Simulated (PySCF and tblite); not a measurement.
Values are calculated unless marked as measured or tabulated.
C7H8, numbered as in [CH2:1]=[CH:2][C:3]([CH3:4])=[C:5]1[CH:6]=[CH:7]1.

Conformers came from 60 starts (ETKDG and KDG, MMFF94s, GFN2-xTB); geometries are GFN2-xTB. Weights use PBE0-D3(BJ)/def2-SVP (IEF-PCM, chloroform) energies plus GFN2-xTB zero-point and thermal terms (modes under about 100 cm⁻¹ blended into free rotors). Symmetry numbers and mirror images are counted. Conformers within 2.5 kcal/mol (GFN2-xTB free energy) were kept, 6 at most. GIAO shieldings: WP04/pcSseg-1 (IEF-PCM, chloroform). Shifts are against TMS (¹H), TMS (¹³C) at the same level; of two unlike H on one atom, a is the less shielded. Codes: tblite and PySCF.

Task: What shifts does this protocol give at 298.15 K under fast conformational exchange?

Result: ¹H: 8.35 (H7, 1H), 8.25 (H6, 1H), 6.45 (H2, 1H), 4.57 (H1a, 1H), 4.49 (H1b, 1H), 1.87 (H4, 3H) ppm. ¹³C: 145.2 (C2), 143.9 (C7), 141.9 (C6), 125.2 (C5), 104.3 (C1), 94.4 (C3), 19.7 (C4) ppm.

Task: How do the conformers differ?

Result: Torsions listed: C1–C2–C3–C4.
```tsv
conformer	shape	weight %
1	0°	99.5
2	180°	0.5
```

```tsv
signal	1	2	average
H1a	4.56	4.74	4.57
H1b	4.48	5.07	4.49
H2	6.45	6.02	6.45
H4	1.87	1.88	1.87
H6	8.25	8.36	8.25
H7	8.35	8.44	8.35
C1	104.3	106.2	104.3
C2	145.2	144.4	145.2
C3	94.4	90.0	94.4
C4	19.7	24.1	19.7
C5	125.2	119.5	125.2
C6	141.9	141.9	141.9
C7	143.9	144.0	143.9
```

Shifts are unscaled: against experiment ¹³C can be off by 15 ppm or more and ¹H by 0.8 ppm.
